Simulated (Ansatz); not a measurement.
Reaction (ligand exchange at a B–O bond): `C[SiH2]OB[SiH3]` + `CNC` → `CN(C)B[SiH3]` + `C[SiH2]O`

Calculated with Ansatz (gas phase, PBE0-D4/def2-TZVP geometries, no zero-point term in ΔE). CCSD(T)/CBS adds triple-zeta CCSD(T) − MP2 to the extrapolated MP2 energy (def2 sets, frozen cores). This one scheme is used for every species. DFT in def2-TZVPP. B3LYP here is the variant with VWN-RPA as its local correlation; programs differ in this. Each species was taken in one conformer, which may not be the lowest.

(1) Is it downhill or uphill in electronic energy at CCSD(T)/CBS, and by how much? (Estimate.)

(2) What do these levels give: PBE-D4, r2SCAN-D4, PBE0-D4, B3LYP-D4, ωB97M-V, B2PLYP, PBE0, B3LYP, MP2/def2-TZVPP, HF/def2-QZVPP, MP2/def2-QZVPP, SCS-MP2/def2-QZVPP? (Estimate.)

Largest T1 diagnostic among the species: 0.013.

Results:

(1) The calculation gave: Downhill: ΔE = -29.0 kJ/mol.

(2) The calculation gave: PBE-D4 -32.5, r2SCAN-D4 -27.9, PBE0-D4 -29.4, B3LYP-D4 -23.3, ωB97M-V -25.7, B2PLYP -23.7, PBE0 -27.4, B3LYP -19.6, MP2/def2-TZVPP -32.7, HF/def2-QZVPP 0.3, MP2/def2-QZVPP -32.7, SCS-MP2/def2-QZVPP -26.6 kJ/mol.

In def2-TZVPP, CCSD(T) changes the Hartree–Fock value by −27.9 kJ/mol (the triples alone add −4.3 kJ/mol) and MP2 by −32.1 kJ/mol. The D4 term adds −3.7 kJ/mol with B3LYP and −1.9 kJ/mol with PBE0; it sums over pairs of atoms, weighted by their polarisabilities, and B3LYP, whose exchange is more repulsive, gets the larger term.
